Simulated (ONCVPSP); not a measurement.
Pseudopotentials across the periodic table

Generated with ld1.x 7.5 (TM, RRKJ, ultrasoft, PAW), atompaw 4.2 or ONCVPSP 4.0.1. The cutoff is in Ry: for ld1.x and atompaw files where the sum of valence levels is converged to 10 mRy in a Bessel basis, for ONCV files where the hardest occupied wave has 1 mHa per electron of residual kinetic energy. The error is the largest all-electron minus pseudo excitation energy over each file’s own four to seven test configurations (ionisations up to +4, promotions, holes and added fractions of an electron), all of which were solved. The labels leave out finer settings (local radius, basis sizes, second energies), which also bear on the numbers. Spin-polarised tests are not counted. The rows are a selection from randomly drawn settings: files with unsolved tests, undetermined cutoffs or missed reference levels are left out.

A true bound ghost makes a file unfit for plane-wave use even where its test errors are small: the radial tests pick states by their node count and pass the ghost by.

| element | potential | cutoff (Ry) | largest error (meV) | bound ghosts |
| --- | --- | --- | --- | --- |
| O | ONCV, PBE, scalar-relativistic, rc 0.65/1.75/1.80 (spd), local smoothed, core correction no, reference 2s2 2p4, qcut 9.7/6.8/6.3, projectors 2/3/3 | 84 | +1627 | none |
| S | ONCV, LDA (Perdew-Zunger), non-relativistic, rc 0.85/0.70/0.65 (spd), local smoothed, core correction yes, reference 2s2 2p6 3s1 3p5, qcut 12.2/18.2/13, projectors 2/2/1 | 293 | +17 | none |
| Sc | ONCV, LDA (Perdew-Wang 92), scalar-relativistic, rc 1.40/1.85/1.85/1.40 (spdf), local smoothed, core correction yes, reference 3s2 3p6 3d1 4s2, qcut 11.1/6.1/10.3/6.9, projectors 2/2/1/2 | 65 | +46 | none |
| Cd | ONCV, LDA (Perdew-Zunger), scalar-relativistic, rc 1.65/1.25/1.35 (spd), local smoothed, core correction yes, reference 4s2 4p6 4d10 5s2, qcut 9.5/13.4/11, projectors 2/3/3 | 102 | -43 | none |
| Os | ONCV, LDA (Perdew-Wang 92), scalar-relativistic, rc 1.90/1.70/1.75/1.60 (spdf), local smoothed, core correction yes, reference 5s2 5p6 5d6 6s2, qcut 5.5/7.5/5.9/6, projectors 2/2/2/1 | 32 | -25 | none |
| Pb | ONCV, LDA (Perdew-Zunger), fully relativistic, rc 1.10/1.65/1.80 (spd), local smoothed, core correction yes, reference 5s2 5p6 5d10 6s2 6p1.5, qcut 9.3/10.2/9.2, projectors 2/2/2 | 76 | -55 | none |

(1) Fill in the row for As: ONCV, PBEsol, scalar-relativistic, rc 1.05/1.20/0.65/1.20 (spdf), local smoothed, core correction no, reference 3s2 3p6 3d10 4s2 4p3, qcut 10.8/11.9/27.8/9.8, projectors 2/2/2/2.

(2) Fill in the row for B: ONCV, PBE, scalar-relativistic, rc 1.00/1.00 (sp), local smoothed, core correction yes, reference 2s2, qcut 8.2/9.1, projectors 2/1.

## Answers

(1) cutoff 536 Ry, largest error +43 meV, bound ghosts: none.

(2) cutoff 28 Ry, largest error +14 meV, bound ghosts: s.
